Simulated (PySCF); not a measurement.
Electron correlation in Ru (ruthenium, neutral)

[Kr] 4d7 5p1, one real determinant (an excited configuration). Computed with PySCF 2.14 in def2-TZVPPD with the def2 core potential (28 electrons), with scalar relativity through the core potential. Frozen: nothing; 16 electrons correlated.

```tsv
level	correlation energy (mhartree)
CCSD	-456.26
(T)	-14.29
CCSD(T)	-470.55
```

Diagnostics: T1 = 0.016, D1 = 0.0742, largest double amplitude 0.056.

The real determinant used has ⟨L²⟩ near 14 against 20 for a pure G term, so it mixes terms.

Cost of the coupled-cluster step: about 25 core-seconds, for 16 correlated electrons.

Iterations:

```
CC2 = 0
CCSD nocc = (np.int64(10), np.int64(6)), nmo = (56, 56)
frozen orbitals [[], []]
max_cycle = 100
direct = 0
conv_tol = 1e-08
conv_tol_normt = 1e-06
diis_space = 8
diis_start_cycle = 0
Init t2, MP2 energy = -0.452051097932527
Init E_corr(UCCSD) = -0.452051097935913
cycle = 1  E_corr(UCCSD) = -0.446949614862713  dE = 0.00510148307  norm(t1,t2) = 0.063046
cycle = 2  E_corr(UCCSD) = -0.454385891443035  dE = -0.00743627658  norm(t1,t2) = 0.0244069
cycle = 3  E_corr(UCCSD) = -0.455189647025791  dE = -0.000803755583  norm(t1,t2) = 0.0155028
cycle = 4  E_corr(UCCSD) = -0.456262321233056  dE = -0.00107267421  norm(t1,t2) = 0.00798439
cycle = 5  E_corr(UCCSD) = -0.456126009565939  dE = 0.000136311667  norm(t1,t2) = 0.00384072
cycle = 6  E_corr(UCCSD) = -0.456139379511899  dE = -1.3369946e-05  norm(t1,t2) = 0.00215824
cycle = 7  E_corr(UCCSD) = -0.456257575028533  dE = -0.000118195517  norm(t1,t2) = 0.00136044
cycle = 8  E_corr(UCCSD) = -0.456259155911953  dE = -1.58088342e-06  norm(t1,t2) = 0.00104187
cycle = 9  E_corr(UCCSD) = -0.456226488463091  dE = 3.26674489e-05  norm(t1,t2) = 0.000793408
cycle = 10  E_corr(UCCSD) = -0.456243762196098  dE = -1.7273733e-05  norm(t1,t2) = 0.000612489
cycle = 11  E_corr(UCCSD) = -0.456251067223678  dE = -7.30502758e-06  norm(t1,t2) = 0.000513093
cycle = 12  E_corr(UCCSD) = -0.456262545222337  dE = -1.14779987e-05  norm(t1,t2) = 0.000338322
cycle = 13  E_corr(UCCSD) = -0.45625833919098  dE = 4.20603136e-06  norm(t1,t2) = 0.000194898
cycle = 14  E_corr(UCCSD) = -0.456256536785599  dE = 1.80240538e-06  norm(t1,t2) = 0.000130683
cycle = 15  E_corr(UCCSD) = -0.456258960348246  dE = -2.42356265e-06  norm(t1,t2) = 8.84775e-05
cycle = 16  E_corr(UCCSD) = -0.45625825164688  dE = 7.08701366e-07  norm(t1,t2) = 7.19808e-05
cycle = 17  E_corr(UCCSD) = -0.456259452239989  dE = -1.20059311e-06  norm(t1,t2) = 6.02654e-05
cycle = 18  E_corr(UCCSD) = -0.456259667871976  dE = -2.15631987e-07  norm(t1,t2) = 4.68672e-05
cycle = 19  E_corr(UCCSD) = -0.456260077573219  dE = -4.09701244e-07  norm(t1,t2) = 2.29123e-05
cycle = 20  E_corr(UCCSD) = -0.456260369507524  dE = -2.91934304e-07  norm(t1,t2) = 1.23538e-05
cycle = 21  E_corr(UCCSD) = -0.456259855456958  dE = 5.14050566e-07  norm(t1,t2) = 6.37754e-06
cycle = 22  E_corr(UCCSD) = -0.456259890829005  dE = -3.53720471e-08  norm(t1,t2) = 3.9854e-06
cycle = 23  E_corr(UCCSD) = -0.456259892284936  dE = -1.4559311e-09  norm(t1,t2) = 2.31721e-06
cycle = 24  E_corr(UCCSD) = -0.456259964444279  dE = -7.21593429e-08  norm(t1,t2) = 1.34057e-06
cycle = 25  E_corr(UCCSD) = -0.456259975801487  dE = -1.13572081e-08  norm(t1,t2) = 8.73377e-07
cycle = 26  E_corr(UCCSD) = -0.456259980895657  dE = -5.09417009e-09  norm(t1,t2) = 5.43964e-07
UCCSD converged
E(UCCSD) = -94.46856470881123  E_corr = -0.4562599808956569
UCCSD(T) correction = -0.0142864484088394
```

The reference is one real determinant that mixes LS terms of this configuration.

The basis has no tight functions for the innermost shells, so their pair energies are far from complete.

This basis was not built for core-valence correlation, so the inner-shell part is incomplete.
